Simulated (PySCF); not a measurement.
A geometry optimisation on CdMe2, `[CH3][Cd][CH3]`.

Computed with PBE0-D3(BJ)/def2-SVP geometry optimisation, gas phase, def2 core potentials past Kr (PySCF 2.14.0). Start geometry: GFN2-xTB. The input is one job of a driver script: a line of settings, then coordinates in Å.

Input:
```
{"job": {"xc": "PBE0", "basis": "def2-SVP", "d3": "d3bj", "grid": 1, "maxiter": 30, "shake": 0.03, "kind": "geom"}, "charge": 0, "multiplicity": 1}
Cd     0.084430    -0.058740     0.012410
C     -0.019390    -0.027960     2.206140
H     -0.498590     0.894780     2.586890
H      1.105030    -0.103280     2.607170
H     -0.601300    -0.875520     2.547490
C     -0.006640     0.031160    -2.219610
H     -0.989550     0.009830    -2.589170
H      0.554500    -0.851140    -2.620550
H      0.504250     0.911440    -2.556420
```

Output:
```
step   0  E = -247.35142527  max force = 0.048887
step   1  E = -247.36326838  max force = 0.005068
step   2  E = -247.36379193  max force = 0.003231
step   3  E = -247.36391511  max force = 0.000419
step   4  E = -247.36391957  max force = 0.000243
optimisation converged
```

Energies in Eh; «max force» is the largest Cartesian gradient component in Eh/bohr.

Question: Give the first gradient maximum in eV/Å.

Answer: With 1 Eh/bohr = 51.422 eV/Å, 2.514 eV/Å.

In short: final energy -247.36392 Eh after 4 steps; dipole 0.00 D.

Question: Where do the atoms end?

Answer: 0.089 Å rms from the input after alignment:
```
atom  x, y, z in Å
Cd1    0.0235   -0.0154   -0.0026
C2     0.0061   -0.0331    2.1121
H3    -0.4556    0.8862    2.5053
H4     1.0264   -0.1007    2.5201
H5    -0.5689   -0.8909    2.4947
C6     0.0262    0.0155   -2.1178
H7    -1.0025    0.0012   -2.5109
H8     0.5582   -0.8563   -2.5295
H9     0.5196    0.9240   -2.4972
```

Hardware: Intel Xeon 6975P-C, 4 threads, on a shared host. Cost: 7.4 s wall, 47 s CPU, 0.40 GiB resident at most.
Labels such as C1 count atoms from 1, the log's own numbers from 0.
